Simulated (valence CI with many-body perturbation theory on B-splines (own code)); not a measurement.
# Ba51+: calculated level list

Calculated by configuration interaction combined with many-body perturbation theory (CI+MBPT): three valence electrons over a frozen Dirac-Fock core [He], a basis of 11 s, 11 p, 9 d, 7 f, 5 g, 2 h, 1 i functions for each j, with the one-electron correlation potential Σ1, the two-electron term Σ2, the three-electron term Σ3, Breit, model QED; selected CI, second order for the rest (own B-spline code, finite nucleus).

No measured spectrum was set against this ion. As an estimate, large intervals hold to a few tenths of a per cent, small ones and those within an open d or f shell to about a per cent.

Levels 1 to 45 of 102, with energies above the lowest level, (2s^2 2p1/2) J=1/2. "Leading %" is the weight of the configuration and term that name the level; weights of strongly mixed levels are sums over their largest components and can fall short. In the jj column 3d3/2^4 stands for four electrons in 3d with j = 3/2. Lifetimes count E1, E2, E3, M1 and M2 decay at the calculated energies, and are blank where another channel may lead or the interval is too uncertain; long ones can be off by a factor of two.

```
No.  Configuration  Term    J  E (Ry)  Leading %      g  Lifetime              Leading jj
  1          2s²2p   ²P°  1/2    0.00        100  0.639                2s^2 2p1/2 (100 %)
  2          2s2p²    ⁴P  1/2   12.70         56  2.152   93.7 ps       2s 2p1/2^2 (98 %)
  3          2s²2p   ²P°  3/2   30.90         98  1.314    833 ps       2s^2 2p3/2 (98 %)
  4          2s2p²    ⁴P  3/2   39.76         92  1.651    180 ps  2s 2p1/2 2p3/2 (100 %)
  5          2s2p²    ²D  5/2   42.17         58  1.345    222 ps   2s 2p1/2 2p3/2 (99 %)
  6          2s2p²    ²P  1/2   45.99         71  1.227    871 fs   2s 2p1/2 2p3/2 (98 %)
  7          2s2p²    ²D  3/2   46.01         65  0.967   1.07 ps  2s 2p1/2 2p3/2 (100 %)
  8            2p³   ²P°  3/2   59.54         46  1.351   1.32 ps    2p1/2^2 2p3/2 (98 %)
  9          2s2p²    ⁴P  5/2   71.99         58  1.412   4.92 ps       2s 2p3/2^2 (99 %)
 10          2s2p²    ²S  1/2   77.65         70  1.890   1.07 ps       2s 2p3/2^2 (99 %)
 11          2s2p²    ²P  3/2   77.73         64  1.188    614 fs       2s 2p3/2^2 (99 %)
 12            2p³   ⁴S°  3/2   87.98         55  1.439    674 fs   2p1/2 2p3/2^2 (100 %)
 13            2p³   ²D°  5/2   89.46        100  1.179    763 fs   2p1/2 2p3/2^2 (100 %)
 14            2p³   ²P°  1/2   92.41        100  0.639    586 fs   2p1/2 2p3/2^2 (100 %)
 15            2p³   ²P°  3/2  121.36         53  1.286    452 fs         2p3/2^3 (100 %)
 16          2s²3s    ²S  1/2  413.22         97  1.991   12.6 fs          2s^2 3s (97 %)
 17          2s²3p   ²P°  1/2  417.59         95  0.669    309 fs       2s^2 3p1/2 (95 %)
 18         2s2p3s   ⁴P°  1/2  421.80         86  2.379   14.0 fs      2s 2p1/2 3s (98 %)
 19         2s2p3s   ⁴P°  3/2  423.12         59  1.549   13.1 fs      2s 2p1/2 3s (94 %)
 20         2s2p3s   ²P°  1/2  424.79         94  0.734   17.8 fs      2s 2p1/2 3s (98 %)
 21         2s2p3p    ⁴D  1/2  425.49         72  0.265   17.5 fs  2s 2p1/2 3p1/2 (100 %)
 22          2s²3p   ²P°  3/2  426.92         92  1.342   97.5 fs       2s^2 3p3/2 (92 %)
 23         2s2p3p    ⁴D  3/2  426.98         42  1.114   5.11 fs   2s 2p1/2 3p1/2 (97 %)
 24         2s2p3p    ⁴P  1/2  429.17         49  1.983   13.8 fs   2s 2p1/2 3p1/2 (98 %)
 25          2s²3d    ²D  3/2  430.09         95  0.802   2.10 fs       2s^2 3d3/2 (95 %)
 26          2s²3d    ²D  5/2  432.58         97  1.194   1.98 fs       2s^2 3d5/2 (97 %)
 27         2s2p3p    ⁴P  3/2  435.26         31  1.402   16.0 fs  2s 2p1/2 3p3/2 (100 %)
 28         2s2p3p    ²P  1/2  435.87         22  1.536   6.47 fs   2s 2p1/2 3p3/2 (60 %)
 29         2s2p3p    ⁴D  5/2  436.97         47  1.335   98.8 fs   2s 2p1/2 3p3/2 (97 %)
 30         2s2p3p    ²D  3/2  437.18         45  1.246   7.05 fs   2s 2p1/2 3p3/2 (99 %)
 31         2s2p3d   ⁴F°  3/2  437.76         72  0.558   7.87 fs   2s 2p1/2 3d3/2 (99 %)
 32          2p²3s    ⁴P  1/2  439.12         31  1.763   8.81 fs       2p1/2^2 3s (59 %)
 33         2s2p3d   ⁴F°  5/2  439.36         53  1.031   9.15 fs   2s 2p1/2 3d3/2 (92 %)
 34         2s2p3d   ⁴D°  1/2  439.82         38  0.488   1.18 fs   2s 2p1/2 3d3/2 (64 %)
 35         2s2p3d   ⁴D°  3/2  440.47         30  1.218   1.56 fs   2s 2p1/2 3d3/2 (94 %)
 36         2s2p3d   ⁴P°  5/2  441.07         37  1.328   2.01 fs   2s 2p1/2 3d5/2 (96 %)
 37          2p²3p   ²P°  1/2  442.00         27  0.575   19.1 fs    2p1/2^2 3p1/2 (63 %)
 38         2s2p3d   ⁴F°  7/2  442.55         40  1.239   2.13 fs   2s 2p1/2 3d5/2 (99 %)
 39         2s2p3d   ²F°  5/2  443.33         54  1.056   2.13 fs   2s 2p1/2 3d5/2 (96 %)
 40         2s2p3d   ²D°  3/2  443.34         42  1.073   2.12 fs   2s 2p1/2 3d5/2 (92 %)
 41          2p²3p   ²P°  3/2  451.09         31  1.328   7.04 fs    2p1/2^2 3p3/2 (96 %)
 42         2s2p3s   ⁴P°  5/2  452.73        100  1.581   18.8 fs     2s 2p3/2 3s (100 %)
 43          2p²3d    ²D  3/2  453.49         40  0.784   11.0 fs    2p1/2^2 3d3/2 (98 %)
 44         2s2p3s   ²P°  3/2  454.13         78  1.395   11.2 fs      2s 2p3/2 3s (99 %)
 45          2p²3d    ²D  5/2  456.78         33  1.195   2.22 fs    2p1/2^2 3d5/2 (97 %)
```

The ionisation energy to 2s² ¹S0 of the next ion comes out as 10018 eV (NIST: 10023 ± 4 eV (theoretical)). All 102 levels together are meant to be complete up to 488.11 Ry.
